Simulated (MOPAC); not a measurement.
MOPAC input (PM7):

```
PM7 1SCF CHARGE=-1 GEO-OK AUX(PRECISION=9) THREADS=1
C2H7O2Si

C     1.55095800 1   -0.79262200 1    0.50749700 1
Si   -0.01993100 1    0.03585600 1   -0.21982500 1
C    -1.45430000 1   -0.74559000 1    0.78764200 1
O    -0.16519300 1   -0.04270300 1   -1.76493600 1
O     0.06263200 1    1.63131300 1    0.39801500 1
H     1.56898100 1   -1.86125300 1    0.27059000 1
H     2.44461600 1   -0.34082700 1    0.06632600 1
H     1.62613800 1   -0.69273900 1    1.59795900 1
H    -2.39963700 1   -0.26501500 1    0.51790000 1
H    -1.54893200 1   -1.81245900 1    0.56123700 1
H    -1.32354800 1   -0.64657700 1    1.87292400 1
H     0.15194800 1    1.63728300 1    1.35515300 1
```

From the output:

```
                                                       MOPAC v23.2.5 Linux

          FINAL HEAT OF FORMATION =       -184.65365 KCAL/MOL =    -772.59087 KJ/MOL

          COSMO AREA              =        125.16 SQUARE ANGSTROMS
          COSMO VOLUME            =        116.39 CUBIC ANGSTROMS

          IONIZATION POTENTIAL    =          4.099300 EV
          HOMO LUMO ENERGIES (EV) =         -4.099  6.746
          NO. OF FILLED LEVELS    =         16
          MOLECULAR WEIGHT        =         91.1616         POINT GROUP:  Cs

          MOLECULAR DIMENSIONS (Angstroms)

            Atom       Atom       Distance
            H     9    H     7     4.86585
            H    10    H    12     3.60166
            O     4    H     8     3.55572

          SCF CALCULATIONS        =          1

   ATOM   CHEMICAL          X               Y               Z
  NUMBER   SYMBOL      (ANGSTROMS)     (ANGSTROMS)     (ANGSTROMS)

     1       C          1.55095800  *  -0.79262200  *   0.50749700  *
     2      Si         -0.01993100  *   0.03585600  *  -0.21982500  *
     3       C         -1.45430000  *  -0.74559000  *   0.78764200  *
     4       O         -0.16519300  *  -0.04270300  *  -1.76493600  *
     5       O          0.06263200  *   1.63131300  *   0.39801500  *
     6       H          1.56898100  *  -1.86125300  *   0.27059000  *
     7       H          2.44461600  *  -0.34082700  *   0.06632600  *
     8       H          1.62613800  *  -0.69273900  *   1.59795900  *
     9       H         -2.39963700  *  -0.26501500  *   0.51790000  *
    10       H         -1.54893200  *  -1.81245900  *   0.56123700  *
    11       H         -1.32354800  *  -0.64657700  *   1.87292400  *
    12       H          0.15194800  *   1.63728300  *   1.35515300  *

                             CARTESIAN COORDINATES

   1    C        1.550958000    -0.792622000     0.507497000
   2   Si       -0.019931000     0.035856000    -0.219825000
   3    C       -1.454300000    -0.745590000     0.787642000
   4    O       -0.165193000    -0.042703000    -1.764936000
   5    O        0.062632000     1.631313000     0.398015000
   6    H        1.568981000    -1.861253000     0.270590000
   7    H        2.444616000    -0.340827000     0.066326000
   8    H        1.626138000    -0.692739000     1.597959000
   9    H       -2.399637000    -0.265015000     0.517900000
  10    H       -1.548932000    -1.812459000     0.561237000
  11    H       -1.323548000    -0.646577000     1.872924000
  12    H        0.151948000     1.637283000     1.355153000

           Empirical Formula: C2 H7 O2 Si  =    12 atoms

      MOLECULAR POINT GROUP   :   Cs

                  EIGENVALUES
 -23.54972 -21.06765 -20.03320 -19.41194 -11.46543  -9.70896  -9.47140  -9.06331
  -8.98625  -8.53909  -7.43934  -6.86526  -5.87021  -5.82339  -4.54086  -4.09930
   6.74633   7.07610   7.97647  10.34304  10.40637  10.47376  10.52306  10.55948
  11.59630  11.63592  13.11499  30.75871  30.84355  31.47750  31.96971  32.52154

              NET ATOMIC CHARGES AND DIPOLE CONTRIBUTIONS

  ATOM NO.   TYPE          CHARGE      No. of ELECS.   s-Pop       p-Pop       d-Pop
    1          C          -0.554051        4.5541     1.04179     3.51226
    2         Si           0.449721        3.5503     0.71627     2.46969     0.36432
    3          C          -0.554050        4.5541     1.04179     3.51226
    4          O          -0.692530        6.6925     1.84162     4.85091
    5          O          -0.687617        6.6876     1.77285     4.91476
    6          H           0.125873        0.8741     0.87413
    7          H           0.131783        0.8682     0.86822
    8          H           0.110289        0.8897     0.88971
    9          H           0.131783        0.8682     0.86822
   10          H           0.125873        0.8741     0.87413
   11          H           0.110289        0.8897     0.88971
   12          H           0.302638        0.6974     0.69736
 DIPOLE           X         Y         Z       TOTAL
 POINT-CHG.     0.437    -1.802     4.990     5.323
 HYBRID         0.057     0.274     0.571     0.636
 SUM            0.494    -1.527     5.560     5.787

          ATOMIC ORBITAL ELECTRON POPULATIONS

     Atom    s        px        py        pz      x^2-y^2     xz        z^2       yz        xy
    1  C   1.04179   1.22742   1.15683   1.12800
    2 Si   0.71627   0.90657   0.73110   0.83201   0.05586   0.08345   0.08680   0.08514   0.05307
    3  C   1.04179   1.21529   1.15419   1.14278
    4  O   1.84162   1.77898   1.71711   1.35482
    5  O   1.77285   1.93057   1.62206   1.36214
    6  H   0.87413
    7  H   0.86822
    8  H   0.88971
    9  H   0.86822
   10  H   0.87413
   11  H   0.88971
   12  H   0.69736

 **********************
 *                    *
 * JOB ENDED NORMALLY *
 *                    *
 **********************

 == MOPAC DONE ==
```

The dipole moment of an ion depends on the origin.

The geometry given is a B3LYP-D3(BJ)/def2-TZVP minimum.
